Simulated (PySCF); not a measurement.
Input of a run (PBE0-D3(BJ)/def2-SVP geometry optimisation, gas phase (PySCF 2.14.0)), started from GFN2-xTB:
```
{"job": {"xc": "PBE0", "basis": "def2-SVP", "d3": "d3bj", "grid": 1, "kind": "geom"}, "charge": 0, "multiplicity": 1}
C     -1.532488    -0.616442     0.024107
C     -0.161154    -0.068149    -0.172784
N      0.927702    -0.836029     0.085047
C      2.049855    -0.267341    -0.116981
Se     1.970367     1.518767    -0.729430
C      0.133807     1.190975    -0.606674
F     -0.760836     2.129041    -0.923109
H     -2.278370     0.130070    -0.234182
H     -1.662959    -0.916817     1.062162
H     -1.669099    -1.497145    -0.600517
H      2.988599    -0.764258     0.048515
```

Output (energies in Eh, forces in Eh/bohr):
```
step   0  E = -2709.81609620  max force = 0.013619
step   1  E = -2709.81693778  max force = 0.004968
step   2  E = -2709.81735028  max force = 0.002652
step   3  E = -2709.81739640  max force = 0.001252
step   4  E = -2709.81742029  max force = 0.000427
step   5  E = -2709.81743362  max force = 0.000471
step   6  E = -2709.81747355  max force = 0.000989
step   7  E = -2709.81753578  max force = 0.001234
step   8  E = -2709.81754433  max force = 0.000552
step   9  E = -2709.81754510  max force = 0.000281
optimisation converged
```

**Question.** Summarise the run.

**Answer.** The energy falls by 0.91 kcal/mol over 10 energy and gradient evaluations, the largest force component goes from 0.0136 to 2.8e-04 Eh/bohr, and the atoms move by 0.025 Å rms after alignment. The bond that changes most is C4–H11 (aromatic CH next to a ring nitrogen to aromatic hydrogen), which lengthens by 0.018 Å. Bonds longer at the end by more than 0.005 Å: 6 of 11; shorter: 2. The energy never rose by more than 1e-6 Eh on the way. The first step brought 58 % of the lowering.

**Question.** What are the final bond lengths?

**Answer.** C1–C2 1.491 Å, C2–N3 1.373 Å, N3–C4 1.287 Å, C4–Se5 1.880 Å, Se5–C6 1.868 Å, C6–F7 1.319 Å, C2–C6 1.366 Å, C1–H8 1.098 Å, C1–H9 1.101 Å, C1–H10 1.101 Å, C4–H11 1.093 Å. Numbering counts from 1 in the input's order; the species is `CC1=C(F)[Se]C=N1`.

The run used 136 basis functions and 69 SCF cycles in all. Cost: about 1.6 min of CPU time on one thread; the machine was shared, so the figure is rough.

Whether it is a minimum is left open (no frequencies).
